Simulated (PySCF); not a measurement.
H₆O₄SnTi, SMILES [OH][Ti]([O][SnH3])([OH])[OH], multiplicity 1.

The structure is a stationary point at B3LYP-D3(BJ)/def2-SVP. The multiplicity is an assumed one; other spin states were not compared. The def2 effective core potentials stand for the cores of Sn; spin–orbit coupling is left out. Other conformers were not sampled.

Two levels are set side by side: PBE/def2-TZVP (PySCF) and PBE0/def2-TZVP (PySCF). Same geometry, gas phase. Differences are taken from unrounded values.

```
quantity                      PBE0
---------------------------  -----
orbital gap (eV)              7.42
highest occupied level (eV)  -8.45
lowest empty level (eV)      -1.03
dipole moment (D)             1.10
mean polarisability (bohr³)   87.0
```

### Question
What does PBE give, and how far is it from PBE0? (An estimate is asked for; the answer gives what the named calculation found.)

### Answer

```
quantity                       PBE  PBE minus PBE0
---------------------------  -----  --------------
orbital gap (eV)              4.90           -2.52
highest occupied level (eV)  -6.88            1.57
lowest empty level (eV)      -1.98           -0.95
dipole moment (D)             1.00           -0.10
mean polarisability (bohr³)   92.2             5.2
```

Without exact exchange PBE keeps part of each electron's self-repulsion, which lifts occupied levels and narrows the gap. PBE's more diffuse valence density responds more strongly to a field. Differences between two approximate levels are no errors against the true value.

Rough cost on one machine, each run with all the roots and properties that it gave: PBE0 against PBE within a factor of 2.
